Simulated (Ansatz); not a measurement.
**Ansatz timings: CHAlClNO (SMILES O=C=[N][AlH][Cl])**

The species is CHAlClNO (6 atoms), meant as a singlet with charge 0. SMILES: `O=C=[N][AlH][Cl]`. The coordinates come from a PBE0-D4/def2-TZVP relaxation. This is one conformer, not always the lowest.

```jsonl
{"atom": "O", "x (Å)": "-0.5936", "y (Å)": "-1.7788", "z (Å)": "-2.2714"}
{"atom": "C", "x (Å)": "-0.4242", "y (Å)": "-1.0866", "z (Å)": "-1.3516"}
{"atom": "N", "x (Å)": "-0.2640", "y (Å)": "-0.3769", "z (Å)": "-0.4016"}
{"atom": "Al", "x (Å)": "0.1469", "y (Å)": "0.6865", "z (Å)": "0.9344"}
{"atom": "Cl", "x (Å)": "2.0902", "y (Å)": "1.4318", "z (Å)": "1.0253"}
{"atom": "H", "x (Å)": "-0.9133", "y (Å)": "1.0601", "z (Å)": "2.0187"}
```

Program: Ansatz 0.2.0. Hardware: 1 thread of Intel Xeon Platinum 8259CL at 2.50GHz (Skylake/Cascade Lake), shared host, so times are rough. Ansatz fits the integrals of SCF and DFT runs by default. Its times include its search for lower SCF states.

Question: Estimate their order by wall time, quickest first.
A. gradient at HF/STO-3G
B. gradient at HF/def2-SVP
C. gradient at B3LYP/6-31G* (Cartesian functions)
D. gradient at PBE0/def2-TZVP

Answer: A (1.3 s), B (4.5 s), C (12 s), D (31 s).
